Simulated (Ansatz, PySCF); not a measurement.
3,3-difluorocyclobutene (C4H4F2), SMILES FC1(F)C=CC1.

Coordinates come from a B3LYP-D3(BJ)/def2-SVP optimisation.

Vertical ionisation energy (IE) and electron affinity (EA) in eV. Rows of orbital energies are one-electron estimates. Where ΔSCF, EOM or ADC give a negative EA the extra electron is unbound and the value depends on the basis.

```tsv
level	IE	EA
−ε(HOMO), −ε(LUMO), M06-2X/def2-TZVP (PySCF)	9.42	-0.36
−ε(HOMO), −ε(LUMO), PBE/def2-TZVP (PySCF)	6.96	1.62
ΔSCF, PBE0/def2-SVPD (Ansatz), final states of multiplicity 2 and 2	10.51	-1.38
ΔSCF, PBE/def2-SVPD (Ansatz), final states of multiplicity 2 and 2	10.40	-1.36
```

### Question
What vertical singlet–triplet gap does ΔSCF give with PBE0/def2-SVPD (Ansatz, a first-principles code) and with PBE/def2-SVPD (Ansatz)? (Estimate from the structure and the level; the computed values follow.)

### Answer
4.15 and 4.29 eV (triplet above singlet where positive).
